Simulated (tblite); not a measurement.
Compound: C5H11O2P.
Cartesian coordinates in Å at the GFN2-xTB level; atoms count from 1:
```
atom  x, y, z in Å
C1    -2.2898    1.9834    0.3178
C2    -1.3293    1.1315    0.6296
P3    -1.0008   -0.2648   -0.4774
C4    -1.1277   -1.7599    0.5708
O5    -1.8124   -0.3000   -1.7006
C6     0.8056   -0.1304   -0.8478
O7     1.5306   -0.1141    0.3517
C8     2.9201   -0.0309    0.1496
H9    -2.5409    2.8376    0.9265
H10   -2.8629    1.8336   -0.5842
H11   -0.7159    1.2225    1.5127
H12   -2.1453   -1.8212    0.9518
H13   -0.4184   -1.7210    1.3910
H14   -0.9329   -2.6268   -0.0580
H15    0.9668    0.7859   -1.4391
H16    1.0848   -0.9869   -1.4838
H17    3.3796   -0.0210    1.1362
H18    3.2901   -0.8940   -0.4175
H19    3.1888    0.8858   -0.3894
```

Calculated harmonic vibrations of the isolated species, GFN2-xTB (tblite), most abundant isotopes, no scaling. This tight-binding method is rough: wavenumbers can miss measured ones by several per cent, in bad cases by 10 to 20. One conformer, not necessarily the lowest.

Harmonic wavenumbers (cm⁻¹): 53.2, 76.1, 87.3, 103.5, 156.3, 182.6, 201.7, 224.7, 241.1, 289.1, 322.3, 366.5, 448.0, 551.5, 665.3, 732.8, 764.5, 811.4, 845.9, 875.1, 909.9, 975.6, 989.4, 1016.1, 1107.7, 1129.0, 1157.4, 1161.5, 1217.6, 1245.0, 1276.8, 1302.8, 1378.8, 1406.6, 1420.1, 1429.7, 1452.9, 1467.2, 1488.6, 1664.9, 2815.7, 2847.6, 2902.8, 2924.4, 3005.9, 3010.6, 3028.7, 3047.9, 3076.2, 3081.3, 3111.6.

A = 2466, B = 1117, C = 982.2 MHz; mass 134.050 u (most abundant isotopes); point group C1, symmetry number 1.

What is the zero-point energy?

Half the sum of the wavenumbers: 33025 cm⁻¹ = 395.06 kJ/mol.

Entropy at 273.15 K, 1 bar (ideal gas, RRHO, classical rotation)?

Translation 168.12, rotation 120.93, vibration 130.77: S = 419.8 J/(mol K).

And Cp and H(273.15 K) − H(0)?

Cp = 159.56 J/(mol K), of which vibrations give 126.30 (their classical limit is 51 R = 424.0); H(273.15 K) − H(0) = 27.84 kJ/mol without the zero-point energy, 18.75 from vibrations.

Which modes carry the vibrational entropy at 273.15 K?

53.2 cm⁻¹: 18.92; 76.1 cm⁻¹: 15.97; 87.3 cm⁻¹: 14.85; 103.5 cm⁻¹: 13.46; 156.3 cm⁻¹: 10.16; 182.6 cm⁻¹: 8.95 J/(mol K); the other 45 give 48.46 together.

What must be added to the electronic energy to get the Gibbs energy at 273.15 K and 1 bar?

ZPE + [H(273.15 K) − H(0)] − T·S = 395.06 + 27.84 − 114.68 = 308.22 kJ/mol.

How do the functions run with temperature in this model?

```csv
T (K),S (J/(mol K)),Cp (J/(mol K)),H − H(0) (kJ/mol),G − H(0) (kJ/mol),ln q(vib)
100,298.5,90.8,5.97,-23.88,1.97
200,374.7,131.6,17.20,-57.74,5.21
300,435.3,170.1,32.26,-98.32,8.28
500,539.6,241.4,73.73,-196.08,13.98
800,669.9,312.3,157.71,-378.20,21.80
1000,743.1,343.8,223.48,-519.66,26.54
```

q(vib) and H(0) count from the zero-point level.

Hindered rotation and anharmonicity are outside this model. Other conformers, if any are populated, would add a mixing term that is left out. The structure is chiral; the term R ln 2 for an equal mix with its mirror image is left out.
